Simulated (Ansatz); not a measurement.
Reaction (ligand exchange at a Ti–O bond): `[CH3][Ti]([OH])([OH])[OH]` + HCl → `[CH3][Ti]([OH])([OH])[Cl]` + H₂O

Calculated with Ansatz (gas phase, PBE0-D4/def2-TZVP geometries, no zero-point term in ΔE). CBS: MP2 limit from def2 TZ/QZ plus the TZ coupled-cluster correction, frozen cores. This one scheme is used for every species. Functionals use def2-TZVPP. For Ti outer-core shells are correlated without core-valence functions, which leaves a few kJ/mol of doubt a bond. Scalar relativity is left out up to krypton. One conformer a species, not always the lowest.

`[CH3][Ti]([OH])([OH])[OH]`:

Cartesian coordinates in Å:
```
C -0.398 0.967 1.145
Ti 0.260 -0.271 -0.379
O 1.898 -0.823 0.120
O 0.355 0.779 -1.829
O -0.946 -1.574 -0.451
H 0.310 1.790 1.274
H -1.385 1.372 0.904
H -0.464 0.397 2.077
H 2.213 -1.636 0.514
H -0.210 1.102 -2.529
H -1.634 -2.103 -0.846
```

HCl:

```xyz
2

Cl   -0.262   -0.302   -0.499
H     0.262    0.302    0.499
```

`[CH3][Ti]([OH])([OH])[Cl]`:

Cartesian coordinates in Å:
```
C -1.172 0.469 0.777
Ti 0.360 -0.452 -0.231
O 0.482 0.398 -1.778
O 1.791 -0.233 0.802
Cl -0.234 -2.573 -0.457
H -2.100 0.357 0.208
H -1.280 -0.002 1.758
H -0.943 1.530 0.902
H 0.439 0.334 -2.730
H 2.657 0.172 0.749
```

H₂O:

```xyz
3

O     0.332   -0.191    0.071
H    -0.524   -0.568   -0.144
H     0.193    0.758    0.073
```

```json
{"level": "LDA (SPW92)", "ΔE (eV)": "-0.35"}
{"level": "PBE0-D4", "ΔE (eV)": "-0.44"}
{"level": "r2SCANh-D4", "ΔE (eV)": "-0.44"}
{"level": "HF/def2-TZVPP", "ΔE (eV)": "-0.40"}
```

(1) What does CCSD(T)/CBS give? (Estimate.)

Largest T1 diagnostic among the species: 0.023, so the coupled-cluster value is less sure than usual.

## Answers

(1) Computed: -0.42 eV. The listed levels differ from it by 0.07, -0.02, -0.02, 0.02 eV.

From PBE to PBE0 (25 % exact exchange), in def2-TZVPP and without D4, ΔE moves by −0.04 eV. Leaving LDA and LC-ωPBE aside and taking each functional with its dispersion term where it has one, the values, not all of them listed here, spread over 0.12 eV, from PBE-QIDH to CAM-B3LYP-D4. LDA lies +0.04 eV from PBE without D4. At CCSD(T), def2-SVP lies +0.15 eV from the extrapolated value and def2-TZVPP +0.05 eV.
